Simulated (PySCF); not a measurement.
**Spin states of AuC**

Unrestricted PBE0; basis Au def2-TZVPP with ECP60, C def2-TZVPP; scalar-relativistic core potentials; PySCF 2.14. Outer shells of the fragments: Au 5d10 6s1; C 2s2 2p2.

Followed along the bond (rough minima from three points):

| 2Ms+1 | unpaired | ⟨S²⟩ at the start | R at minimum (Å) | Te (eV) |
| --- | --- | --- | --- | --- |
| 2 | π ↑ | 0.76 | 1.86 | 0.00 |
| 4 | σ ↑, π ↑↑ | 3.77 | 1.92 | 0.88 |
| 2 | σ ↓, π ↑↑ | 1.77 | 1.96 | 1.46 |
| 2 | σ ↑, π ↑↓ | 1.77 | 1.93 | 1.56 |

Solutions found at the starting distance of 1.935 Å, counted from the lowest of them; the search is not exhaustive and high or unbound solutions are not listed, so other states can lie among these:

```tsv
2Ms+1	unpaired	term	E (eV)	⟨S²⟩	⟨Lz²⟩	μ (D)
2	π ↑	²Π	0.00	0.76	1.01	-1.82
4	σ ↑, π ↑↑	⁴Σ⁻	0.84	3.77	0.00	-2.95
2	σ ↓, π ↑↑	mixed	1.42	1.77	0.00	-3.28
2	σ ↑, π ↑↓	mixed	1.52	1.77	2.02	-3.20
2	σ ↑	²Σ⁺	2.09	0.75	0.00	1.61
4	σ ↑↑, π ↑	⁴Π	2.47	3.76	1.01	1.20
2	σ ↑	mixed	2.67	0.77	2.01	-3.27
4	π ↑↑, δ ↑	⁴Δ	3.77	3.76	4.00	-3.03
2	π ↑↓, δ ↑	mixed	4.15	1.76	5.60	-3.00
4	π ↑↑↑	⁴Π	4.29	3.76	1.00	-2.95
6	σ ↑↑↑, π ↑↑	⁶Σ⁻	4.92	8.76	0.00	-0.42
4	σ ↑, π ↑↑	mixed	5.70	3.78	2.04	0.99
6	σ ↑↑, π ↑↑, δ ↑	⁶Δ	5.83	8.76	4.00	-1.21
6	σ ↑↑, π ↑↑↑	⁶Π	6.02	8.76	1.00	-1.22
```

A term symbol is given only where ⟨S²⟩ and ⟨Lz²⟩ are close to those of a pure state; real π, δ and φ orbitals otherwise mix terms. A positive dipole means Au(−)C(+).

Spin–orbit coupling is left out. Counting both spins, an empty level lies below a filled one in some of these solutions, because spin and occupation are held. With d or f electrons several states lie close, and the lowest PBE0 determinant need not be the measured ground state.
